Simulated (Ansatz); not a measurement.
Hf(OMe)(H)3 (CH6HfO), SMILES [O](C)[HfH3], multiplicity 1.

Coordinates come from a B3LYP-D3(BJ)/def2-SVP optimisation. The spin state was assumed, not searched. The structure was generated by enumeration; whether it is a known compound was not checked. The def2 effective core potentials stand for the cores of Hf; spin–orbit coupling is left out.

Two levels are set side by side: PBE/def2-SVPD (Ansatz, an electronic-structure program) and CAM-B3LYP/def2-SVPD (Ansatz). Energy differences of separate SCF runs at the same geometry; the states with an electron removed or added have multiplicity 2 and 2. Differences are taken from unrounded values.

```csv
quantity,CAM-B3LYP,PBE,PBE minus CAM-B3LYP
vertical ionisation energy (eV),10.27,9.50,-0.78
vertical singlet–triplet gap (eV),4.43,3.96,-0.47
```
